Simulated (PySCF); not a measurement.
Precursor series Ti OH-H. Isolated molecules, 0 K electronic values unless said otherwise. One relaxed conformer stands for each flexible species; it need not be the lowest.

The HOMO from two functionals at the same geometries (r2SCAN-D4/def2-SVP), both in PySCF: PBE-D3(BJ)/def2-TZVP and B3LYP-D3(BJ)/def2-TZVP. B3LYP has the VWN-RPA correlation part, as in Gaussian. 

```csv
species,PBE-D3(BJ)/def2-TZVP (eV)
0 of 4 OH replaced by H,-7.26
1 of 4 OH replaced by H ([Ti(OH)3(H)]),-6.55
2 of 4 OH replaced by H ([Ti(OH)2(H)2]),-6.53
4 of 4 OH replaced by H ([Ti(H)4]),-7.43
```

Question: What does B3LYP-D3(BJ)/def2-TZVP give for each?

Answer: 
- 0 of 4 OH replaced by H: -8.71
- 1 of 4 OH replaced by H ([Ti(OH)3(H)]): -7.86
- 2 of 4 OH replaced by H ([Ti(OH)2(H)2]): -7.83
- 4 of 4 OH replaced by H ([Ti(H)4]): -8.64
Over these rows, drawn at random from the members with no instability flagged (it was tested for open shells, ions and some series alone), PBE minus B3LYP-D3(BJ): mean +1.32 eV, from +1.21 eV to +1.44 eV.
